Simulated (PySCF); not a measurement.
## Correlation energy of Al⁺ (aluminium, charge +1)

[Ne] 3s2, closed-shell 1S. Computed with PySCF 2.14 in ANO-RCC-VTZP (5s4p2d1f, 34 functions), with the spin-free X2C one-electron Hamiltonian (Gaussian nucleus). Frozen: [Ne]; 2 electrons correlated.

With two correlated electrons CCSD is exact within the correlated space (frozen core and kept virtual orbitals).

```
level  correlation energy (mhartree)
 CCSD                         -39.26
```

Diagnostics: T1 = 0.0074, D1 = 0.0105, largest double amplitude 0.113.

Question: Is a single reference adequate?

Answer: Mostly. T1 lies below 0.03, but a double amplitude of this size points to a near-degeneracy that CCSD handles and MP2 describes poorly.
